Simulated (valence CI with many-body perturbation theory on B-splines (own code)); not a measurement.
Energy levels of La VIII

Computed by configuration interaction combined with many-body perturbation theory (CI+MBPT): four valence electrons over a frozen Dirac-Fock core [Kr] 4d10, radial functions for each j: 7 s, 7 p, 7 d, 7 f, 4 g, 2 h, with the one-electron correlation potential Σ1 (screened to all orders), the two-electron term Σ2, the three-electron term Σ3, Breit, model QED; selected single and double excitations, second order for the rest, scaled by the run's own slope (own B-spline code, finite nucleus).

No measured levels were compared; by estimate levels hold to about 250 cm⁻¹ or 0.2 % of their energy and the worst to 1 %, as in measured heavy ions of charge 2 to 7; those with d or f electrons hold less well.

Levels 1 to 37 of 37, with energies above the lowest level, 5s2 5p2 3P_0. "Leading %" is the weight of the configuration and term that name the level; weights of strongly mixed levels are sums over their largest components and can fall short, so below about 35 % the name and the second component can differ from the true leading terms, or belong to a minority configuration.

| No. | Configuration | Term | J | E (eV) | Leading % | g | Second component |
| --- | --- | --- | --- | --- | --- | --- | --- |
| 1 | 5s2 5p2 | 3P | 0 | 0.000 | 83 |  | 14 % 5s2 5p2 1S |
| 2 | 5s2 5p2 | 3P | 1 | 2.390 | 98 | 1.501 |  |
| 3 | 5s2 5p2 | 3P | 2 | 3.191 | 53 | 1.274 | 43 % 5s2 5p2 1D |
| 4 | 5s2 5p2 | 1D | 2 | 6.292 | 52 | 1.226 | 44 % 5s2 5p2 3P |
| 5 | 5s2 5p2 | 1S | 0 | 8.763 | 82 |  | 14 % 5s2 5p2 3P |
| 6 | 4f 5s2 5p | 3G | 3 | 14.189 | 58 | 0.861 | 34 % 4f 5s2 5p 1F |
| 7 | 4f 5s2 5p | 3F | 3 | 14.683 | 45 | 1.124 | 29 % 4f 5s2 5p 3D |
| 8 | 4f 5s2 5p | 3F | 2 | 14.801 | 72 | 0.775 | 14 % 4f 5s2 5p 3D |
| 9 | 4f 5s2 5p | 3G | 4 | 14.903 | 45 | 1.123 | 39 % 4f 5s2 5p 3F |
| 10 | 5s 5p3 | 5S° | 2 | 17.059 | 85 | 1.924 | 11 % 5s 5p3 3P° |
| 11 | 4f 5s2 5p | 1F | 3 | 17.143 | 34 | 0.936 | 34 % 4f 5s2 5p 3G |
| 12 | 4f 5s2 5p | 3F | 4 | 17.472 | 53 | 1.159 | 44 % 4f 5s2 5p 3G |
| 13 | 4f 5s2 5p | 3G | 5 | 17.876 | 98 | 1.200 |  |
| 14 | 4f 5s2 5p | 3D | 3 | 18.023 | 66 | 1.242 | 20 % 4f 5s2 5p 3F |
| 15 | 4f 5s2 5p | 3D | 2 | 18.112 | 69 | 1.043 | 22 % 4f 5s2 5p 3F |
| 16 | 4f 5s2 5p | 3D | 1 | 18.485 | 97 | 0.498 |  |
| 17 | 4f 5s2 5p | 1G | 4 | 18.945 | 83 | 1.017 | 9 % 4f 5s2 5p 3G |
| 18 | 4f 5s2 5p | 1D | 2 | 19.574 | 78 | 1.013 | 15 % 4f 5s2 5p 3D |
| 19 | 5s 5p3 | 3D° | 1 | 20.513 | 69 | 0.712 | 15 % 5s 5p3 3P° |
| 20 | 5s 5p3 | 3D° | 2 | 20.896 | 68 | 1.280 | 14 % 5s 5p3 3P° |
| 21 | 5s 5p3 | 3D° | 3 | 21.809 | 90 | 1.333 | 6 % 5s2 5p 5d 3D° |
| 22 | 5s 5p3 | 3P° | 0 | 23.911 | 92 |  | 5 % 5s2 5p 5d 3P° |
| 23 | 5s 5p3 | 3P° | 1 | 24.224 | 70 | 1.356 | 15 % 5s 5p3 3D° |
| 24 | 5s 5p3 | 3P° | 2 | 24.388 | 33 | 1.252 | 30 % 5s 5p3 1D° |
| 25 | 5s 5p3 | 3P° | 2 | 26.841 | 32 | 1.181 | 32 % 5s 5p3 1D° |
| 26 | 5s 5p3 | 3S° | 1 | 27.060 | 58 | 1.619 | 29 % 5s 5p3 1P° |
| 27 | 5s2 5p 5d | 3F° | 2 | 28.405 | 47 | 0.648 | 25 % 4f 5s 5p2 5G° |
| 28 | 4f 5s 5p2 | 5G° | 3 | 28.954 | 46 | 1.081 | 13 % 4f 5s 5p2 5F° |
| 29 | 4f 5s 5p2 | 5G° | 2 | 29.090 | 55 | 0.519 | 30 % 5s2 5p 5d 3F° |
| 30 | 4f 5s 5p2 | 5D° | 4 | 29.371 | 42 | 1.340 | 26 % 4f 5s 5p2 5G° |
| 31 | 5s2 5p 5d | 3F° | 3 | 29.779 | 61 | 1.076 | 16 % 4f 5s 5p2 5G° |
| 32 | 4f 5s 5p2 | 3D° | 3 | 30.449 | 37 | 1.141 | 14 % 4f 5s 5p2 3G° |
| 33 | 5s 5p3 | 1P° | 1 | 30.454 | 42 | 1.232 | 24 % 5s 5p3 3S° |
| 34 | 4f 5s 5p2 | 5G° | 4 | 30.570 | 59 | 1.276 | 36 % 4f 5s 5p2 5D° |
| 35 | 4f 5s 5p2 | 5D° | 3 | 30.671 | 35 | 1.111 | 18 % 4f 5s 5p2 3G° |
| 36 | 5s2 5p 5d | 3D° | 2 | 30.730 | 18 | 1.196 | 16 % 5s2 5p 5d 3P° |
| 37 | 4f 5s 5p2 | 5G° | 5 | 30.933 | 81 | 1.280 | 14 % 4f 5s 5p2 5F° |

Names give the largest LS component (configuration and term), which can be under half, so a name can repeat, a term be missing and a line seem to break the LS rules; names also repeat where a configuration has a term twice.

Where two levels of one J and parity lie close, their mixing, g and order are uncertain.

The ionisation energy to 5s2 5p 2P°_1/2 of the next ion comes out as 105.87 eV (NIST: 105 ± 2.1 eV (theoretical)). All 37 levels together are meant to be complete up to 30.962 eV.
